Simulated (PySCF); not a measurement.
Molecule: SMILES C[SiH2]c1ccccc1, C$_{7}$H$_{10}$Si.

Numbering as in the mapped SMILES `[CH3:1][SiH2:2][c:3]1[cH:4][cH:5][cH:6][cH:7][cH:8]1`; H(Xn) means a hydrogen on atom n.

Geometry PBE0-D3(BJ)/def2-SVP throughout; GIAO in PySCF, gas phase, one conformer, non-relativistic; equivalent atoms averaged; functional PBE0.

Task: How do the shifts δ (against TMS at the same level) depend on the basis set? (a selection of nuclei; ppm; last column core-seconds on shared hosts with different chips, so compare them loosely)

Result: 
```csv
basis set,functions,C4/C8,C6,C5/C7,C1,Si2,H(C4)/H(C8),H(C5)/H(C7),H(Si2),H(C1),core-s
STO-3G,54,114.9,110.4,110.3,-2.3,-42.4,7.02,7.01,2.47,0.37,5.8
pcSseg-0,96,145.1,139.6,138.1,-8.7,-65.0,7.42,7.30,5.04,0.41,14
6-31G,96,131.0,125.5,124.0,-6.9,-19.8,7.68,7.40,4.53,0.51,12
6-31G*,136,129.4,123.7,121.7,-6.5,-18.6,7.54,7.28,4.93,0.42,17
cc-pVDZ,166,134.7,129.2,127.8,-6.7,-39.9,7.54,7.31,4.66,0.44,25
def2-SVP,166,133.2,127.6,125.9,-7.0,-45.4,7.45,7.24,4.73,0.41,26
pcSseg-1,193,140.6,135.1,133.4,-8.2,-41.2,7.64,7.46,4.71,0.51,25
aug-cc-pVDZ,278,133.6,128.3,126.9,-7.3,-35.2,7.83,7.61,4.83,0.50,63
"6-311+G(2d,p)",284,138.6,133.2,131.6,-7.7,-40.8,7.84,7.60,4.97,0.46,47
def2-TZVP,314,140.5,134.8,133.0,-7.9,-39.9,7.83,7.59,4.98,0.45,77
```

Task: Which nucleus among those listed moves most, in ppm?

Result: Si2 (silicon bonded to 2 C, 2 H): from -65.0 ppm with pcSseg-0 to -18.6 ppm with 6-31G*. The smallest spread is 0.14 ppm, at H(C1). Proton shifts span only some 12 ppm, so a few tenths of a ppm matter as much there as several ppm in carbon.

Task: Taking the largest basis, def2-TZVP (314 functions), as the yardstick, rank the others by their worst heavy-atom deviation.

Result: pcSseg-1 1.4 ppm (193 functions), 6-311+G(2d,p) 1.9 ppm (284 functions), cc-pVDZ 5.7 ppm (166 functions), aug-cc-pVDZ 6.9 ppm (278 functions), def2-SVP 7.3 ppm (166 functions), 6-31G 20.1 ppm (96 functions), 6-31G* 21.3 ppm (136 functions), pcSseg-0 25.1 ppm (96 functions), STO-3G 25.6 ppm (54 functions).

A small basis that lands close on one nucleus may do so by chance; judge by the trend and by all nuclei.
